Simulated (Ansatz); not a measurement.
`CN(C=N)C=O` + `[SH][SnH3]` → `N=C[S][SnH3]` + `CNC=O`  (substitution at a C–N bond)

Computed with Ansatz on PBE0-D4/def2-TZVP structures; ΔE is electronic, products minus reactants. CBS: MP2 limit from def2 TZ/QZ plus the TZ coupled-cluster correction, frozen cores. DFT in def2-TZVPP. B3LYP here is the variant with VWN-RPA as its local correlation; programs differ in this. Elements past krypton have def2 core potentials. For Sn outer-core shells are correlated without core-valence functions, which leaves a few kJ/mol of doubt a bond. Each species was taken in one conformer, which may not be the lowest.

```tsv
level	ΔE (kJ/mol)
r2SCAN-D4	20.4
ωB97X-V	26.6
ωB97M-V	25.0
r2SCAN	19.9
B3LYP	18.7
HF/def2-TZVPP	32.5
SCS-MP2/def2-TZVPP	25.5
CCSD/CBS(def2)	23.5
```

Q: What does CCSD(T)/CBS give? (Estimate.)

A: Ansatz gave: +21.7 kJ/mol. The listed levels differ from it by -1.3, 4.9, 3.3, -1.8, -3.0, 10.8, 3.8, 1.8 kJ/mol.

Largest T1 diagnostic among the species: 0.015.

From PBE to PBE0 (25 % exact exchange), in def2-TZVPP and without D4, ΔE moves by +7.5 kJ/mol. In def2-TZVPP, CCSD(T) changes the Hartree–Fock value by −6.0 kJ/mol (the triples alone add −1.8 kJ/mol) and MP2 by −7.1 kJ/mol.
